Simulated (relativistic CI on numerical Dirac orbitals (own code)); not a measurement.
Radial Dirac CI calculation of Yb III.

Command:

```sh
python run_levels.py task.json out
```

Input:

```
atom Yb  Z=70  charge=2  electrons=68
nucleus A=174  rms_radius_fm=5.3108
hamiltonian dirac-coulomb  breit=on  qed=on  c_scale=1
orbitals kli  potential=per-configuration
slater_scale 1
correlation none
mixing on
grid step=0.0125 r_max=67.1
scf mixing=0.4 start=thomas-fermi max_iterations=150 tolerance=2e-08 node_fill=0.05
configurations
  [Xe] 4f14
end
```

Output:

```
SCF 1: [Xe] 4f14
 iter      energy (Ha)   residual   last orbital (Ha)
    1    -14066.299918   3.46e-01     -1.39720
    2    -14066.745387   2.49e-01     -1.52839
    3    -14066.928975   7.70e-02     -1.65675
    4    -14066.939612   8.41e-02     -1.77887
    5    -14066.966595   5.26e-03     -1.82012
    6    -14066.967415   3.17e-03     -1.82599
    7    -14066.967193   6.51e-04     -1.82360
    8    -14066.967140   8.68e-05     -1.82408
    9    -14066.967158   3.60e-05     -1.82415
   10    -14066.967153   3.85e-06     -1.82413
   11    -14066.967153   2.00e-07     -1.82413
   12    -14066.967153   1.36e-08     -1.82413
orbital energies (Ha): 4p3/2 -12.8153  4d3/2 -7.6486  4d5/2 -7.3163  4f5/2 -1.0456  4f7/2 -0.9973  5s -2.8989  5p1/2 -2.0490  5p3/2 -1.8241
configuration averages (Ha): Dirac-Coulomb, Breit, QED
  5p6                         -14066.967153   14.136774    9.551003
levels: no., configuration, term, J, E (cm-1), weight
   1 5p6                    1S   0                0.0  1.00
lowest total energy -14043.279376 Ha
end: converged
```

Against the reference input this run has: start potential thomas-fermi. The reference run ends at -14043.279376 Ha with Breit and QED terms. The change (start potential thomas-fermi) leaves the energy and the levels as they were.
